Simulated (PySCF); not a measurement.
## Electronic structure of Se (selenium, neutral) at the UHF level

Configuration: [Ar] 3d10 4s2 4p4, high-spin 3P determinant. All numbers are calculated (PySCF 2.14, a scalar-relativistic core potential, in cc-pVDZ-PP with ECP10MDF (4s3p2d, 23 functions)).

* Total energy: -371.844686 hartree
* One-electron energy: -655.8317 hartree
* Hartree (Coulomb) energy: 311.7246 hartree
* Exchange energy: -27.7375 hartree
* ⟨S²⟩: 2.0062
* ⟨L²⟩: 2.020
* Sum of ⟨r⟩: 23.73 bohr
* Sum of ⟨r²⟩: 40.03 bohr²
* Traceless quadrupole moment −½Σ⟨3z² − r²⟩ along its main axis: -2.65 e·bohr²
* Time after the integrals: 0.07 s of wall time on 1 thread of Neoverse-V1 (shared host)

```csv
shell,electrons,mean orbital energy (eV),spread (eV),"rms radius, mean of both spins (bohr)"
3s α,1,-242.68,0,0.615
3s β,1,-242.27,0,0.615
3p α,3,-185.03,0.595,0.637
3p β,3,-184.56,0.031,0.637
3d α,5,-70.806,0.568,0.690
3d β,5,-70.494,0.298,0.690
4s α,1,-26.012,0,1.97
4s β,1,-20.753,0,1.97
4p α,3,-11.490,1.672,2.47
4p β,1,-9.279,0,2.47
```

Energies and moments cover only the electrons outside the core potential.
